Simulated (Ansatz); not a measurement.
TiB7⁻, 8 atoms. Hardware: 4 threads of Arm Neoverse V2 on a shared host.

Correlated methods freeze 12 core orbitals; core or outer-core shells of Ti are correlated, in sets that lack core-valence functions.

Task: How many basis functions does each of these Ansatz runs have, and roughly what does it cost? MP2/def2-TZVPD, charge -1 singlet, energy, from earlier orbitals; B97M-V/def2-TZVPD, charge -1 singlet, energy, from earlier orbitals; r2SCAN-D4/def2-TZVPD, charge -1 singlet, energy, from earlier orbitals; r2SCANh-D4/def2-TZVPD, charge -1 singlet, energy, from earlier orbitals; PBE-D4/def2-TZVPD, charge -1 singlet, energy and forces, from earlier orbitals; PBE-D4/def2-SVPD, charge -1 singlet, relaxation, 19 steps; CCSD(T)/def2-SVPD, charge -1 singlet, energy, from earlier orbitals; HSE06-D4/def2-TZVPD, charge -1 singlet, energy, from earlier orbitals; PBE0-D4/def2-TZVPD, charge -1 singlet, energy, from earlier orbitals.

Result: Other jobs shared the machine, so times can vary by a factor of up to 3. A dash marks memory too small to be measured apart from the calling script's.

```tsv
run	functions	fitting or Cholesky vectors	wall time	peak host memory (GiB)
PBE-D4/def2-TZVPD, charge -1 singlet, energy and forces, from earlier orbitals	307	1581	6 s	–
PBE0-D4/def2-TZVPD, charge -1 singlet, energy, from earlier orbitals	307	1645	7 s	1
HSE06-D4/def2-TZVPD, charge -1 singlet, energy, from earlier orbitals	307	1645	7.5 s	1.1
r2SCAN-D4/def2-TZVPD, charge -1 singlet, energy, from earlier orbitals	307	1581	9.5 s	0.57
r2SCANh-D4/def2-TZVPD, charge -1 singlet, energy, from earlier orbitals	307	1596	11 s	1.1
B97M-V/def2-TZVPD, charge -1 singlet, energy, from earlier orbitals	307	1581	18 s	0.67
PBE-D4/def2-SVPD, charge -1 singlet, relaxation, 19 steps	174	1489	33 s	–
MP2/def2-TZVPD, charge -1 singlet, energy, from earlier orbitals	307	2002	39 s	1.6
CCSD(T)/def2-SVPD, charge -1 singlet, energy, from earlier orbitals	174	1751	65 s	2.1
```
